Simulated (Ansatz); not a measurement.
C₂H₄O₃Si, SMILES C#C[Si](O)(O)O.

Geometry: PBE-D3(BJ)/def2-SVP. The structure was generated by enumeration, and PubChem lists no compound with its InChIKey, so it may never have been made. Other conformers were not sampled.

Two levels are set side by side: PBE/def2-SVPD (Ansatz, a first-principles code) and PBE0/def2-SVPD (Ansatz). Energy differences of separate SCF runs at the same geometry; the states with an electron removed or added have multiplicity 2 and 2. Differences are taken from unrounded values.

```
quantity                            PBE0    PBE  PBE minus PBE0
---------------------------------  -----  -----  --------------
vertical ionisation energy (eV)    10.77  10.27           -0.50
vertical singlet–triplet gap (eV)   4.95   5.05            0.10
```
